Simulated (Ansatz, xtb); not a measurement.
# CH2AlSiSn−: which of two structures lies lower

Structure a is a singlet given by its coordinates and structure b is a singlet given by its coordinates. Both are isolated ions in the gas phase, relaxed with BLYP-D3(BJ)/def2-SVPD.

a (Å):

```yaml
atoms:
  - { symbol: C, position_ang: [0.9459, 0.2136, -0.0357] }
  - { symbol: Al, position_ang: [0.4621, 1.5700, 1.2768] }
  - { symbol: Si, position_ang: [0.6880, 1.0946, -1.6191] }
  - { symbol: Sn, position_ang: [2.1658, 2.8926, -0.2099] }
  - { symbol: H, position_ang: [-0.7296, 1.4702, 2.3767] }
  - { symbol: H, position_ang: [1.3291, -0.8216, 0.0579] }
```

Close contacts (Å): C1–Al2 1.95, C1–Si3 1.83, Al2–Sn4 2.62, Si3–Sn4 2.72, C1–H6 1.11, Al2–H5 1.62.

b (Å):

```tsv
atom	x (Å)	y (Å)	z (Å)
C	0.3423	0.9573	1.1550
Al	0.7008	2.3895	-0.1467
Si	2.0084	1.8707	-2.0946
Sn	1.6737	-0.1950	-0.5245
H	-0.6702	0.5134	1.2498
H	0.8398	0.9507	2.1468
```

Close contacts (Å): C1–Al2 1.97, C1–Sn4 2.43, Al2–Si3 2.40, Al2–Sn4 2.79, Si3–Sn4 2.62, C1–H5 1.11, C1–H6 1.11.

Quicker runs give these differences E(b) − E(a): GFN2-xTB +60.4 kJ/mol; HF/STO-3G +50.0 kJ/mol (at GFN2-xTB geometries); r2SCAN-D4/def2-SVPD −2.6 kJ/mol (at GFN2-xTB geometries).

Question: Which of the two would you expect CCSD(T)/def2-SVPD + ΔMP2/def2-TZVPPD electronic energies to favour?

Answer: Structure b; the calculation gives E(b) − E(a) = −40.8 kJ/mol.

The same difference at several levels:

| level | geometry | E(b) − E(a) (kJ/mol) | departure from the last row (kJ/mol) | job, with rough time for the two |
| --- | --- | --- | --- | --- |
| GFN2-xTB | GFN2-xTB | +60.4 | +101.2 | optimisation, 0.24 s |
| HF/STO-3G | GFN2-xTB | +50.0 | +90.8 | single point, 1.3 s |
| r2SCAN-D4/def2-SVPD | GFN2-xTB | −2.6 | +38.2 | single point, 6 s |
| BLYP-D3(BJ)/def2-SVPD | BLYP-D3(BJ)/def2-SVPD | −25.9 | +14.9 | optimisation, 38 s |
| HF/def2-SVPD | BLYP-D3(BJ)/def2-SVPD | +1.1 | +41.9 | part of the CCSD(T) run |
| MP2/def2-SVPD | BLYP-D3(BJ)/def2-SVPD | −46.6 | −5.8 | part of the CCSD(T) run |
| CCSD(T)/def2-SVPD | BLYP-D3(BJ)/def2-SVPD | −38.4 | +2.4 | single point |
| CCSD(T)/def2-SVPD + ΔMP2/def2-TZVPPD | BLYP-D3(BJ)/def2-SVPD | −40.8 |  | single point, 48 s |

GFN2-xTB, HF/STO-3G put the two in the other order. HF/def2-SVPD finds them nearly level. The largest departure from CCSD(T)/def2-SVPD + ΔMP2/def2-TZVPPD is that of GFN2-xTB, 101.2 kJ/mol. The last row adds to CCSD(T) the change of the MP2 difference between the two basis sets, here −2.4 kJ/mol.

With harmonic frequencies from BLYP-D3(BJ)/def2-SVPD (ideal gas, rigid rotor, one conformer each, 298.15 K, 1 atm): the zero-point term adds +11.0 kJ/mol; ΔH is −30.2 and ΔG −29.3 kJ/mol.

The T1 diagnostic of structure a is large, so the coupled-cluster value is less sure. The correlated steps freeze 15 core orbitals; the filled d shell of Sn is correlated, in a basis made for valence electrons. Atoms past krypton carry core potentials in the def2 sets, other sets are all-electron and non-relativistic, and no spin–orbit term is included. Mirror images aren't counted in ΔG. Run with Ansatz 0.2.0, xtb 6.7.1; the last row on 2 threads of Arm Neoverse V2 on a shared host.
